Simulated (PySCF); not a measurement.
**Broadened absorption spectrum of C5H9NO2**

C5H9NO2.
Cartesian coordinates in Å at the GFN2-xTB level; atoms count from 1:
```xyz
17
C5H9NO2 angstrom
C      2.636    0.567    0.388
O      2.460   -0.809    0.151
C      1.234   -1.305    0.626
C      0.062   -0.846   -0.190
N     -1.046   -0.601    0.335
C     -2.275   -0.266   -0.153
C     -2.627    1.178    0.139
O     -3.042   -1.070   -0.623
H      1.882    1.168   -0.133
H      3.625    0.819    0.010
H      2.586    0.793    1.460
H      1.301   -2.395    0.534
H      1.077   -1.049    1.684
H      0.259   -0.738   -1.261
H     -3.556    1.429   -0.363
H     -1.828    1.839   -0.189
H     -2.755    1.297    1.213
```

Method used: TDDFT B3LYP/def2-SVPD, vertical, gas phase, core orbitals frozen in the response (PySCF).

Computed states:

```json
{"state": "S1", "E (eV)": "4.32", "f": "0.0006"}
{"state": "S2", "E (eV)": "5.11", "f": "0.0034"}
{"state": "S3", "E (eV)": "5.46", "f": "0.017"}
{"state": "S4", "E (eV)": "5.60", "f": "0.0076"}
{"state": "S5", "E (eV)": "6.49", "f": "0.043"}
{"state": "S6", "E (eV)": "6.76", "f": "0.017"}
{"state": "S7", "E (eV)": "6.96", "f": "0.018"}
{"state": "S8", "E (eV)": "7.04", "f": "0.033"}
```

Broadening: Gaussians 0.25 eV wide at half height, area fixed by f = 4.319×10⁻⁹ ∫ε dν̃. The cross-section is σ = 3.8235×10⁻²¹ ε cm², given in Mb (10⁻¹⁸ cm²). The width is an assumption, not a result. The curve ends short of the highest state used, and states not computed would add to its high-energy end.

Task: What does the envelope look like, and where are its maxima?

Result: 
```tsv
E (eV)	σ (Mb)
3.95	0.00
4.00	0.00
4.06	0.01
4.12	0.04
4.18	0.10
4.24	0.18
4.29	0.23
4.35	0.23
4.41	0.17
4.47	0.09
4.53	0.03
4.58	0.01
4.64	0.00
4.70	0.00
4.76	0.01
4.82	0.03
4.88	0.12
4.93	0.31
4.99	0.71
5.05	1.16
5.11	1.41
5.17	1.35
5.22	1.34
5.28	2.00
5.34	3.87
5.40	6.47
5.46	8.41
5.51	8.66
5.57	7.35
5.63	5.16
5.69	2.99
5.75	1.39
5.80	0.61
5.86	0.17
5.92	0.04
5.98	0.01
6.04	0.00
6.09	0.02
6.15	0.11
6.21	0.56
6.27	2.10
6.33	5.76
6.38	10.47
6.44	16.04
```

Maxima: 287 nm (4.32 eV), ε about 63, made up of S1 (100%); 242 nm (5.12 eV), ε about 370, made up of S2 (97%); 226 nm (5.49 eV), ε about 2300, made up of S3 (79%) and S4 (21%) (ε in L mol⁻¹ cm⁻¹; maxima over ε = 5, shares over 10%). At its high-energy end, 6.44 eV, the curve is still rising (ε about 4200, from S5).

Task: What would ε be at 5.49 eV, the highest of these maxima, with half the width (0.125 eV)?

Result: About 3510 L mol⁻¹ cm⁻¹ against 2280, a factor of about 1.5; a lone state at its own centre would give exactly 2.

Task: Coming from long wavelengths, where does ε first pass 100 L mol⁻¹ cm⁻¹?

Result: At about 251 nm (4.94 eV), 0.62 eV above S1.

Task: On this curve, what absorbance would a 10⁻⁴ mol/L sample give at 280 nm over a 1 cm path?

Result: 280 nm is 4.428 eV, where ε is about 38 L mol⁻¹ cm⁻¹, so A = ε c l ≈ 0.0038 (Beer–Lambert, with the gas-phase spectrum and the assumed width).

Time: 65 s of wall time (grids of density and orbitals included); peak memory 0.94 GiB. Hardware: an Arm Neoverse V1 with one thread, shared host.

One conformer stands for the species.
